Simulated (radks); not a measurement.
Q: These are the eigenvalues of the occupied orbitals of an atom or ion with whole-number occupations (hartree). Calculated with a radial shooting solver on a logarithmic mesh with Libxc functionals: Dirac Kohn-Sham, LB94 model potential, spin-unpolarised, spherical densities, finite nucleus; Fermi nuclear charge, rms radius of each element as measured or else 0.836 A^(1/3) + 0.57 fm.

| orbital | eigenvalue |
|---|---|
| 1s1/2 | -17.56515 |
| 2s1/2 | -2.77220 |

Which element is it, and in what charge state? The configuration may be excited. Open shells, if any, fill j = l - 1/2 first.

A: Z = 7, nitrogen, charge +3: N3+ in [He] 2s2. The 1s level, -17.565 hartree, gives Z - s = 5.9 by -(Z - s)^2/2, which with screening and relativity narrows Z to a few neighbours, and the depths must fix Z and the occupations together.
